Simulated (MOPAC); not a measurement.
Job for MOPAC: AM1 on C3H7FO (a complex).

```
AM1 1SCF PRECISE CHARGE=0 THREADS=1
C3H7FO

F      0.54772149 1    -0.26638405 1     0.36994511 1
H     -0.02770234 1    -0.29930729 1     1.12956725 1
C      1.32205285 1     0.03523520 1     3.55423161 1
C     -0.16223396 1    -0.20764329 1     3.58148495 1
C     -0.82635908 1    -0.27888868 1     4.92879207 1
O     -0.81643866 1    -0.34044051 1     2.56160588 1
H      1.51328303 1     1.06491129 1     3.87049560 1
H      1.82853027 1    -0.61427106 1     4.27081786 1
H      1.72399510 1    -0.11125222 1     2.55482226 1
H     -1.90771621 1    -0.29613753 1     4.81907129 1
H     -0.49882410 1    -1.18866209 1     5.43979821 1
H     -0.52008286 1     0.56238565 1     5.55387987 1
```

The log:

```
*******************************************************************************
 **                                                                           **
 **                              MOPAC v23.2.5                                **
 **                                                                           **
 *******************************************************************************
 ** MOPAC's Digital Object Identifier: https://doi.org/10.5281/zenodo.6511958 **
 **                                                                           **
 ** Please cite the open-source release paper for use of this MOPAC version:  **
 ** J. E. Moussa and J. J. P. Stewart (2026)                                  **
 ** MOPAC: An open-source semiempirical molecular orbital program             **
 ** J. Open Source Softw., 11(119), 8025, https://doi.org/10.21105/joss.08025 **
 *******************************************************************************

                              AM1 CALCULATION RESULTS

 *******************************************************************************
 *  AM1        - The AM1 Hamiltonian to be used
 *
 *
 *
 *                 CHARGE ON SYSTEM = 0
 *
 *
 *
 *  PRECISE    - TIGHTER CRITERIA TO BE USED
 *  1SCF       - DO 1 SCF AND THEN STOP
 *  THREADS=1  - MULTI-THREADING NOT USED
 *  T=         - A TIME OF 172800.0 SECONDS REQUESTED
 *  DUMP=N     - RESTART FILE WRITTEN EVERY 7200.0 SECONDS REQUESTED
 *******************************************************************************
AM1 1SCF PRECISE CHARGE=0 THREADS=1
 C3H7FO

   ATOM   CHEMICAL          X               Y               Z
  NUMBER   SYMBOL      (ANGSTROMS)     (ANGSTROMS)     (ANGSTROMS)

     1       F          0.54772149  *  -0.26638405  *   0.36994511  *
     2       H         -0.02770234  *  -0.29930729  *   1.12956725  *
     3       C          1.32205285  *   0.03523520  *   3.55423161  *
     4       C         -0.16223396  *  -0.20764329  *   3.58148495  *
     5       C         -0.82635908  *  -0.27888868  *   4.92879207  *
     6       O         -0.81643866  *  -0.34044051  *   2.56160588  *
     7       H          1.51328303  *   1.06491129  *   3.87049560  *
     8       H          1.82853027  *  -0.61427106  *   4.27081786  *
     9       H          1.72399510  *  -0.11125222  *   2.55482226  *
    10       H         -1.90771621  *  -0.29613753  *   4.81907129  *
    11       H         -0.49882410  *  -1.18866209  *   5.43979821  *
    12       H         -0.52008286  *   0.56238565  *   5.55387987  *



          CARTESIAN COORDINATES

    NO.       ATOM           X           Y           Z

     1         F          0.5477     -0.2664      0.3699
     2         H         -0.0277     -0.2993      1.1296
     3         C          1.3221      0.0352      3.5542
     4         C         -0.1622     -0.2076      3.5815
     5         C         -0.8264     -0.2789      4.9288
     6         O         -0.8164     -0.3404      2.5616
     7         H          1.5133      1.0649      3.8705
     8         H          1.8285     -0.6143      4.2708
     9         H          1.7240     -0.1113      2.5548
    10         H         -1.9077     -0.2961      4.8191
    11         H         -0.4988     -1.1887      5.4398
    12         H         -0.5201      0.5624      5.5539

  H: (AM1): M.J.S. DEWAR ET AL, J. AM. CHEM. SOC. 107 3902-3909 (1985)
  C: (AM1): M.J.S. DEWAR ET AL, J. AM. CHEM. SOC. 107 3902-3909 (1985)
  O: (AM1): M.J.S. DEWAR ET AL, J. AM. CHEM. SOC. 107 3902-3909 (1985)
  F: (AM1): M.J.S. DEWAR AND E. G. ZOEBISCH, THEOCHEM, 180, 1 (1988).

           Empirical Formula: C3 H7 O F  =    12 atoms



      MOLECULAR POINT GROUP   :   C1


      RHF CALCULATION, NO. OF DOUBLY OCCUPIED LEVELS = 16


 -------------------------------------------------------------------------------
 AM1 1SCF PRECISE CHARGE=0 THREADS=1
 C3H7FO



     1SCF WAS SPECIFIED, SO BFGS WAS NOT USED
     SCF FIELD WAS ACHIEVED


                              AM1 CALCULATION
                                                       MOPAC v23.2.5 Linux




          FINAL HEAT OF FORMATION =       -108.47841 KCAL/MOL =    -453.87368 KJ/MOL


          COSMO AREA              =        122.16 SQUARE ANGSTROMS
          COSMO VOLUME            =        105.05 CUBIC ANGSTROMS

          IONIZATION POTENTIAL    =         11.228433 EV
          HOMO LUMO ENERGIES (EV) =        -11.228  0.339
          NO. OF FILLED LEVELS    =         16
          MOLECULAR WEIGHT        =         78.0861         POINT GROUP:  C1

          MOLECULAR DIMENSIONS (Angstroms)

            Atom       Atom       Distance
            H    12    F     1     5.35726
            H    10    H     8     3.55066
            H     7    H    11     2.57910


          SCF CALCULATIONS        =          1





   ATOM   CHEMICAL          X               Y               Z
  NUMBER   SYMBOL      (ANGSTROMS)     (ANGSTROMS)     (ANGSTROMS)

     1       F          0.54772149  *  -0.26638405  *   0.36994511  *
     2       H         -0.02770234  *  -0.29930729  *   1.12956725  *
     3       C          1.32205285  *   0.03523520  *   3.55423161  *
     4       C         -0.16223396  *  -0.20764329  *   3.58148495  *
     5       C         -0.82635908  *  -0.27888868  *   4.92879207  *
     6       O         -0.81643866  *  -0.34044051  *   2.56160588  *
     7       H          1.51328303  *   1.06491129  *   3.87049560  *
     8       H          1.82853027  *  -0.61427106  *   4.27081786  *
     9       H          1.72399510  *  -0.11125222  *   2.55482226  *
    10       H         -1.90771621  *  -0.29613753  *   4.81907129  *
    11       H         -0.49882410  *  -1.18866209  *   5.43979821  *
    12       H         -0.52008286  *   0.56238565  *   5.55387987  *

                             CARTESIAN COORDINATES

   1    F        0.547721490    -0.266384050     0.369945110
   2    H       -0.027702340    -0.299307290     1.129567250
   3    C        1.322052850     0.035235200     3.554231610
   4    C       -0.162233960    -0.207643290     3.581484950
   5    C       -0.826359080    -0.278888680     4.928792070
   6    O       -0.816438660    -0.340440510     2.561605880
   7    H        1.513283030     1.064911290     3.870495600
   8    H        1.828530270    -0.614271060     4.270817860
   9    H        1.723995100    -0.111252220     2.554822260
  10    H       -1.907716210    -0.296137530     4.819071290
  11    H       -0.498824100    -1.188662090     5.439798210
  12    H       -0.520082860     0.562385650     5.553879870


           Empirical Formula: C3 H7 O F  =    12 atoms



      MOLECULAR POINT GROUP   :   C1


                  EIGENVALUES
 -46.65026 -40.44531 -33.08984 -29.51545 -21.42361 -17.57071 -16.75301 -16.64826
 -15.60593 -13.98324 -13.94687 -13.67228 -13.38346 -12.96287 -12.89501 -11.22843
   0.33888   2.67781   3.48305   3.67248   3.72061   3.91196   4.03902   4.40543
   4.61130   5.58108   6.91652


              NET ATOMIC CHARGES AND DIPOLE CONTRIBUTIONS

  ATOM NO.   TYPE          CHARGE      No. of ELECS.   s-Pop       p-Pop
    1          F          -0.332436        7.3324     1.90844     5.42399
    2          H           0.300137        0.6999     0.69986
    3          C          -0.278823        4.2788     1.22427     3.05455
    4          C           0.246252        3.7537     1.24488     2.50886
    5          C          -0.268075        4.2681     1.22276     3.04532
    6          O          -0.316917        6.3169     1.90065     4.41626
    7          H           0.106845        0.8932     0.89315
    8          H           0.102962        0.8970     0.89704
    9          H           0.122161        0.8778     0.87784
   10          H           0.111758        0.8882     0.88824
   11          H           0.104771        0.8952     0.89523
   12          H           0.101365        0.8986     0.89863
 DIPOLE           X         Y         Z       TOTAL
 POINT-CHG.     0.594     0.273     3.894     3.949
 HYBRID        -0.109     0.025     0.657     0.666
 SUM            0.485     0.298     4.551     4.586


          ATOMIC ORBITAL ELECTRON POPULATIONS

     Atom    s        px        py        pz
    1  F   1.90844   1.78798   1.99929   1.63672
    2  H   0.69986
    3  C   1.22427   0.94805   1.04448   1.06202
    4  C   1.24488   0.91078   0.69203   0.90605
    5  C   1.22276   1.03661   1.04342   0.96529
    6  O   1.90065   1.66478   1.37804   1.37345
    7  H   0.89315
    8  H   0.89704
    9  H   0.87784
   10  H   0.88824
   11  H   0.89523
   12  H   0.89863

 **********************
 *                    *
 * JOB ENDED NORMALLY *
 *                    *
 **********************




 == MOPAC DONE ==
```

The run finished.

Cost: around 0.020 core-seconds (rough).
